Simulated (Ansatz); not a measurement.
Mulliken charges of CH₄AlNS, SMILES `C1[NH][AlH][S]1` from PBE/def2-TZVPP in Ansatz (PBE0-D4/def2-TZVP geometry).

```
atom   x (Å)   y (Å)   z (Å)  charge (e)
  C1  -0.384   0.822  -0.401       0.014
  N2   0.729   0.248   0.334      -0.298
 Al3   0.162  -1.423   0.377       0.292
  S4  -1.523  -0.604  -0.725      -0.267
  H5  -0.095   1.245  -1.369       0.108
  H6  -0.941   1.572   0.168       0.108
  H7   1.466   0.875   0.606       0.124
  H8   0.678  -2.792   0.954      -0.082
```

**Question.** By hand: the dipole of these point charges (1 e Å = 4.8032 D).

**Answer.** Σ q r = (0.246, 0.325, 0.066) e Å, of length 0.413 e Å = 1.98 D.

**Question.** How does the dipole of the full density compare? (Estimate.)

**Answer.** Ansatz gave: (0.364, 0.178, 0.162) e Å, 2.10 D; the point charges give 0.94 times that, at 29° from its direction.

Point charges leave out the atoms' own dipoles, such as those of lone pairs, and Mulliken's split depends on the basis, so the two needn't agree.
